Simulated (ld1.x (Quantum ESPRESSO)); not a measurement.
# Varying the ultrasoft potential for zinc

Base potential:

* Element: Zn (Z = 30)
* Generator: ld1.x (Quantum ESPRESSO) 7.5
* Type: ultrasoft
* Functional: PBEsol
* Relativity: scalar-relativistic
* Frozen core: [Ar]
* Valence charge: 12
* Reference configuration: 3d10 4s1.75 4p0.25
* Partial waves: 4s (bound): rcut 1.50, rcutus 2.00 bohr; 4s channel at 4.55 Ry: rcut 1.50, rcutus 2.00 bohr; 4p (bound): rcut 2.70, rcutus 3.35 bohr; 4p channel at 3.65 Ry: rcut 2.70, rcutus 3.35 bohr; 3d (bound): rcut 1.05, rcutus 1.40 bohr; 3d channel at 1.4 Ry: rcut 1.05, rcutus 1.40 bohr
* Local potential: all-electron potential smoothed inside 2.95 bohr (lloc = -1)
* Core correction: Bessel-smoothed model core inside 1.05 bohr
* Augmentation charge: PSQ, radius 1.05 bohr

Cutoffs, loose and tight: the cutoffs (Ry, on a coarse ladder) from which the occupation-weighted sum of valence levels, in a spherical-Bessel basis at the reference potential, stays within 10 and 1 mRy of its value at 400 Ry. They do not see the model core or the augmentation charge, which bear on the density cutoff. Test errors are all-electron minus pseudo excitation energies from the reference, over the configurations 3d10 4s2 4p0; 3d10 4s1 4p0; 3d10 4s0 4p0; 3d8 4s0 4p0; 3d10 4s1 4p1; 3d10 4s0 4p1; 3d9 4s0 4p0. A dash means not determined; rows that change the core or the reference have their own tests. The largest error is taken over the tests solved by every variant that gives reliable tests at all: 3d10 4s0 4p0; 3d10 4s1 4p0; 3d10 4s1 4p1; 3d10 4s2 4p0.

A true bound ghost makes a file unfit for plane-wave use even where its test errors are small: the radial tests pick states by their node count and pass the ghost by. Where a test does run into it, the solver fails or the error is huge.

```csv
change,outcome,"cutoff, loose","cutoff, tight",bound ghosts,largest test error (meV)
base,generated,55 Ry,100 Ry,none,-9.2
"wave 4p channel at 3.65 Ry: rcut 2.70, rcutus 3.35 bohr becomes 4p channel at -0.12 Ry: rcut 2.70, rcutus 3.35 bohr",generated,55 Ry,100 Ry,none,-9.2
"waves 4p (bound): rcut 2.70, rcutus 5.02 bohr; 4p channel at 3.65 Ry: rcut 2.70, rcutus 5.02 bohr",generated,55 Ry,100 Ry,p,-12
local potential all-electron potential smoothed inside 3.00 bohr (lloc = -1),generated,55 Ry,100 Ry,none,-9.7
"waves 4s (bound): rcut 1.50, rcutus 2.78 bohr; 4s channel at 4.55 Ry: rcut 1.50, rcutus 2.78 bohr",generated,55 Ry,100 Ry,none,-9.1
functional LDA (PZ),generated,55 Ry,90 Ry,none,-7.0
"all radii but the core radius scaled by about 0.89 (s 1.78, p 2.98, d 1.24 bohr, rcut 1.34/2.40/0.94); local potential all-electron potential smoothed inside 2.62 bohr (lloc = -1); augmentation PSQ, radius 0.94 bohr",generated,90 Ry,160 Ry,s,-9.3
```
